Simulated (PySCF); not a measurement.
**NMR data sheet: C5H7NO2Si**

- Formula: C5H7NO2Si
- SMILES: C=C(C#N)C[SiH2]OC=O
- Point group of the computed structure: C1
- Degrees of unsaturation: 4
- Carbon signals: 5
- Proton signals: 5

Bonds (- single, = double, # triple, : aromatic): C1=C2, C2-C3, C3#N4, C2-C5, C5-Si6, Si6-O7, O7-C8, C8=O9. C1 carries H10, H11; C5 carries H12, H13; Si6 carries H14, H15; C8 carries H16. H10 is cis to C3; H11 is trans to C3.

Theoretical values (PySCF): coordinates at the GFN2-xTB level, σ from GIAO-PBE0/pcSseg-1. One computed conformer, gas phase, non-relativistic, one averaged value for each set of equivalent atoms.

Shifts are taken against calculated references (same method and geometry level): TMS for $^{1}$H (σref 31.72), $^{13}$C (σref 186.93), $^{29}$Si (σref 349.16); $^{15}$N (σref 267.73) vs NH3; $^{17}$O (σref 336.08) vs H2O.

```tsv
carbon	δC, type	δH (multiplicity)	HMBC from (2–3 bonds)	span of the C tensor (ppm)
C1	138.5, CH2	H10 6.16 (m); H11 6.02 (m)	H12/H13	230
C2	123.9, C	–	H10, H11, H14/H15, H12/H13	212
C3	123.6, C	–	H10, H11, H12/H13	354
C5	25.9, CH2	2.32 (t)	H10, H11, H14/H15	51
C8	165.0, CH	8.04 (s)	H14/H15	159
```

Other nuclei:
| atoms | nucleus | environment | δ (ppm) | σ (ppm) |
| --- | --- | --- | --- | --- |
| H14/H15 | $^{1}$H | hydrogen on a silicon bonded to C, O | 5.13 | 26.59 |
| Si6 | $^{29}$Si | silicon bonded to C, O, 2 H | -18.0 | 367.1 |
| N4 | $^{15}$N | nitrile nitrogen | 318.5 | -50.8 |
| O9 | $^{17}$O | carbonyl oxygen | 467.3 | -131.2 |
| O7 | $^{17}$O | oxygen bonded to C, Si | 201.3 | 134.8 |

1. Carbon types of the structure: 2 × C, 1 × CH, 2 × CH2, leaving 2 H on heteroatoms.
2. δC 165.0: carbonyl carbon.
3. δC 138.5: terminal =CH2 carbon; as expected for a trigonal carbon in a double bond.
4. δC 123.9: fully substituted alkene carbon; as expected for a trigonal carbon in a double bond.
5. δC 123.6: nitrile carbon; C≡N carbons fall here, among the sp2 signals but without a proton.
6. δH 6.16, 6.02: hydrogen on a terminal =CH2 carbon; olefinic region.

Shifts are as computed. Against solution values, carbons near 30 ppm lie about +3 ppm off and those near 130 ppm about +5 ppm. Of 1211 compounds with measured shifts, 218 miss one by over three times the rms of a fit or turn the order of signals round; such compounds aren't used in these exercises. Unscaled 17O shifts of doubly bonded oxygen tend to come out too high, by tens of ppm or more. Experimental scales use liquid or dissolved standards, which lie at an offset from isolated NH3 (liquid NH3: subtract about 20 ppm) and H2O (liquid H2O: subtract about 36 ppm). Unscaled 15N shifts of sp2 nitrogen come out 20 to 40 ppm too high even then. No couplings were computed; multiplicities are counted from neighbouring protons, with m where these are inequivalent, close in shift, in a saturated or five-membered ring or joined by F or P, and br s for small geminal =CH2 splittings.
